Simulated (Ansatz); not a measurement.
Reaction (ligand exchange at the Si–O bond): `CCB(O)O[SiH3]` + `O[Si]Br` → `[SiH3]O[Si]Br` + `CCB(O)O`

Isolated molecules relaxed with PBE0-D4/def2-TZVP in Ansatz; ΔE leaves out vibrations. CBS: MP2 limit from def2 TZ/QZ plus the TZ coupled-cluster correction, frozen cores. Functionals use def2-TZVPP. B3LYP here is the variant with VWN-RPA as its local correlation; programs differ in this. For Br outer-core shells are correlated without core-valence functions, which leaves a few kJ/mol of doubt a bond. Scalar relativity is left out up to krypton. Each species was taken in one conformer, which may not be the lowest.

```json
{"level": "r2SCAN-D4", "ΔE (kJ/mol)": "-9.4", "difference from CCSD(T)/CBS": "1.4"}
{"level": "PBE0-D4", "ΔE (kJ/mol)": "-10.3", "difference from CCSD(T)/CBS": "0.5"}
{"level": "B3LYP-D4", "ΔE (kJ/mol)": "-10.7", "difference from CCSD(T)/CBS": "0.1"}
{"level": "ωB97X-V", "ΔE (kJ/mol)": "-9.1", "difference from CCSD(T)/CBS": "1.7"}
{"level": "ωB97M-V", "ΔE (kJ/mol)": "-9.5", "difference from CCSD(T)/CBS": "1.3"}
{"level": "B2PLYP", "ΔE (kJ/mol)": "-10.1", "difference from CCSD(T)/CBS": "0.7"}
{"level": "r2SCAN", "ΔE (kJ/mol)": "-9.7", "difference from CCSD(T)/CBS": "1.1"}
{"level": "PBE0", "ΔE (kJ/mol)": "-9.9", "difference from CCSD(T)/CBS": "0.9"}
{"level": "HF/def2-TZVPP", "ΔE (kJ/mol)": "-9.8", "difference from CCSD(T)/CBS": "1.0"}
{"level": "MP2/def2-TZVPP", "ΔE (kJ/mol)": "-11.2", "difference from CCSD(T)/CBS": "-0.4"}
{"level": "SCS-MP2/def2-TZVPP", "ΔE (kJ/mol)": "-10.9", "difference from CCSD(T)/CBS": "-0.1"}
{"level": "CCSD/def2-TZVPP", "ΔE (kJ/mol)": "-10.8", "difference from CCSD(T)/CBS": "0.0"}
{"level": "CCSD(T)/def2-TZVPP", "ΔE (kJ/mol)": "-10.9", "difference from CCSD(T)/CBS": "-0.1"}
{"level": "HF/CBS(def2)", "ΔE (kJ/mol)": "-10.2", "difference from CCSD(T)/CBS": "0.6"}
{"level": "MP2/CBS(def2)", "ΔE (kJ/mol)": "-11.0", "difference from CCSD(T)/CBS": "-0.2"}
{"level": "CCSD/CBS(def2)", "ΔE (kJ/mol)": "-10.6", "difference from CCSD(T)/CBS": "0.2"}
{"level": "CCSD(T)/CBS", "ΔE (kJ/mol)": "-10.8", "difference from CCSD(T)/CBS": "0"}
```

Largest T1 diagnostic among the species: 0.012.
